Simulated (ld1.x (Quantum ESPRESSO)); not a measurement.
## Rb: one change to a TM potential, before and after

* Element: rubidium (Rb)
* Generator: ld1.x (Quantum ESPRESSO) 7.5
* Type: norm-conserving Troullier–Martins (Kleinman–Bylander form)
* Functional: PW91
* Relativity: scalar-relativistic
* Frozen core: [Ar] 3d10
* Valence charge: 9
* Reference configuration: 4s2 4p6 5s1 5p0
* Partial waves: 4s (bound): rc 1.65 bohr; 4p (bound): rc 1.45 bohr; 4d channel at 0.35 Ry: rc 1.60 bohr
* Local potential: the d channel
* Core correction: none

Occupied shells without a wave of their own: 5s. They enter only through the test configuration that unscreens the potential.

All-electron outer shells of the reference configuration (PW91, scalar-relativistic, ld1.x):

```csv
shell,level (eV),outermost node (bohr),outermost maximum (bohr)
3d,-104.09,–,0.39
4s,-31.97,0.62,1.25
4p,-16.02,0.64,1.42
5s,-2.24,1.79,4.38
5p,-0.77,2.20,6.14
```

Change: wave 4d channel at 0.35 Ry: rc 1.60 bohr becomes 4d channel at 1.62 Ry: rc 1.60 bohr.

Cutoffs: the cutoffs (Ry, on a coarse ladder) from which the occupation-weighted sum of valence levels, in a spherical-Bessel basis at the reference potential, stays within 10 and 1 mRy of its value at 400 Ry; they do not see the model core or the augmentation charge, which bear on the density cutoff. Errors are all-electron minus pseudo energies relative to the spin-unpolarised reference configuration.

Q: How do hardness, ghosts and transferability respond?

A: The potential gets neither clearly harder nor softer (50 Ry and 90 Ry → 50 Ry and 90 Ry); of the 5 tests that both files solve, the error grows in 0 and shrinks in 5 by more than 15 % and 0.3 meV (median size 19.4 → 14.7 meV); neither file shows a bound ghost.

```tsv
quantity	base	changed
cutoff, loose	50 Ry	50 Ry
cutoff, tight	90 Ry	90 Ry
loose cutoff by channel (10 mRy a level)	s 30 Ry, p 30 Ry	s 35 Ry, p 30 Ry
bound ghosts	none	none
error for 4s2 4p6 5s0 5p0, meV [ΔE 4.18 eV]	+32	+24
error for 4s2 4p6 5s0.5 5p0, meV [ΔE 1.58 eV]	+12	+9.0
error for 4s2 4p6 5s0 5p1, meV [ΔE 1.51 eV]	+19	+15
error for 4s2 4p5 5s1 5p0, meV [ΔE 21.20 eV]	-17	-13
error for 4s1 4p6 5s1 5p0, meV [ΔE 37.81 eV]	-29	-23
s: phases at 1.79 bohr within 0.05 rad from the reference energy up to (Ry; the scan ends near 5)	4.4	4.9
p: phases at 1.79 bohr within 0.05 rad from the reference energy up to (Ry; the scan ends near 5)	to the end of the scan	to the end of the scan
d: phases at 1.79 bohr within 0.05 rad from the reference energy up to (Ry; the scan ends near 5)	to the end of the scan	to the end of the scan
```
